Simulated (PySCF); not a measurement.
HOP, SMILES P=O. Coordinates come from a PBE-D3(BJ)/def2-TZVPD optimisation.

The numbers are results of PBE-D3(BJ)/def2-TZVPD in PySCF, not measurements.

Harmonic wavenumbers (cm⁻¹): 957, 1170, 2019. Rotational constants (GHz): 256.0, 20.57, 19.04; symmetry number 1.

Work out the zero-point energy and the ideal-gas rigid-rotor harmonic-oscillator thermochemistry at 298.15 K and 1 atm.

ZPE = ½ Σ hcν = ½ × 4146 cm⁻¹ = 24.80 kJ/mol. H − E(el) = 34.88 kJ/mol. Entropy in J/(mol K): translation 157.02, rotation 78.29, vibration 0.67, total 235.98. G − E(el) = -35.48 kJ/mol. Cp = 36.03 J/(mol K).
